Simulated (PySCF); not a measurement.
# TlF3(NH3): from a saddle point downhill

PySCF 2.14.0, RKS PBE0, Tl def2-SVP with ECP60, F def2-SVP, N def2-SVP, H def2-SVP; non-relativistic Hamiltonian with scalar-relativistic core potentials where named; density fitting; no spin-orbit coupling. Relaxed within the symmetry of its start, the geometry (C3v) is

```xyz
8

Tl    0.0643   -0.0643    0.0643
F     1.0037    1.4766    1.0037
F    -1.4766   -1.0037    1.0037
F     1.0037   -1.0037   -1.4766
N    -1.3289    1.3289   -1.3289
H    -1.9277    1.9277   -0.7600
H    -0.7600    1.9277   -1.9277
H    -1.9277    0.7600   -1.9277
```

and its lowest harmonic modes are -89, 75, 75, 127, 127, 150 cm⁻¹ (negative: unstable). It was moved along the lowest mode and relaxed again, within the group C3 that the move left.

**Question.** Where does it end, and how much lower?

**Answer.** In C3, 0.005 eV lower, after 21 steps:
```xyz
8

Tl    0.0594   -0.0594    0.0594
F     0.9140    1.4756    1.0863
F    -1.4756   -1.0863    0.9140
F     1.0863   -0.9140   -1.4756
N    -1.3284    1.3284   -1.3284
H    -1.5434    2.2064   -0.8551
H    -0.8551    1.5434   -2.2064
H    -2.2064    0.8551   -1.5434
```

**Question.** How do the contacts change?

**Answer.** 
```json
{"contact": "Tl1–F2 (F)", "saddle (Å)": "2.034", "end (Å)": "2.035"}
{"contact": "Tl1–F3 (F)", "saddle (Å)": "2.034", "end (Å)": "2.035"}
{"contact": "Tl1–F4 (F)", "saddle (Å)": "2.034", "end (Å)": "2.035"}
{"contact": "Tl1–N5 (NH3)", "saddle (Å)": "2.413", "end (Å)": "2.404"}
```


**Question.** Is the end a minimum?

**Answer.** Yes; lowest modes 54, 54, 81, 81, 94, 146 cm⁻¹.

State: singlet.
